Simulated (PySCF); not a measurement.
Te(I)(SiH3) (H₃ISiTe), SMILES [SiH3][Te]I. Atoms are numbered in the order given.

```xyz
6

Te     0.7481    -0.9835     0.0000
I     -0.2020     1.6070     0.0000
Si    -1.5841    -1.9649     0.0000
H     -1.3766    -3.4419     0.0000
H     -2.3194    -1.5400    -1.2207
H     -2.3194    -1.5400     1.2207
```

Geometry optimised at B3LYP-D3(BJ)/def2-SVP. The def2 effective core potentials stand for the cores of I, Te; spin–orbit coupling is left out.

These are r2SCAN/def2-TZVPD run with PySCF values and carry that method's errors.

Gas-phase values at a fixed geometry.

```json
{
 "total_energy": "-857.27110 hartree",
 "point_group": "Cs",
 "highest_occupied_level": "-5.68 eV",
 "lowest_empty_level": "-3.76 eV",
 "orbital_gap": "1.92 eV",
 "dipole_moment": "0.299 e·Å",
 "quadrupole, principal values (traceless, Buckingham form, about the centre of nuclear charge)": "-5.96, 1.13, 4.83 D·Å",
 "mean_static_polarisability": "110.7 bohr³ (16.40 Å³)",
 "polarisability_principal_values": "85.4, 107.3, 139.4 bohr³"
}
```
